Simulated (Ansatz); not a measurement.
CH3Be, SMILES [Be][CH3], multiplicity 2.

Coordinates come from a PBE-D3(BJ)/def2-TZVPD optimisation. The multiplicity is an assumed one; other spin states were not compared. The isomer is the one that the SMILES or the coordinates give; other isomers of the formula were not compared.

Two levels are set side by side: PBE/def2-TZVPD (Ansatz, a quantum-chemistry and plane-wave program) and CAM-B3LYP/def2-TZVPD (Ansatz). Energy differences of separate SCF runs at the same geometry; the states with an electron removed or added have multiplicity 1 and 1. Differences are taken from unrounded values.

```tsv
quantity	CAM-B3LYP
vertical ionisation energy (eV)	8.00
vertical electron affinity (eV)	0.42
```

Q: What does PBE give, and how far is it from CAM-B3LYP? (Estimate from the structure and the level; the computed values follow.)

A: 
| quantity | PBE | PBE minus CAM-B3LYP |
|---|---|---|
| vertical ionisation energy (eV) | 7.90 | -0.11 |
| vertical electron affinity (eV) | 0.43 | 0.00 |

Here PBE gives about what the other level gives.
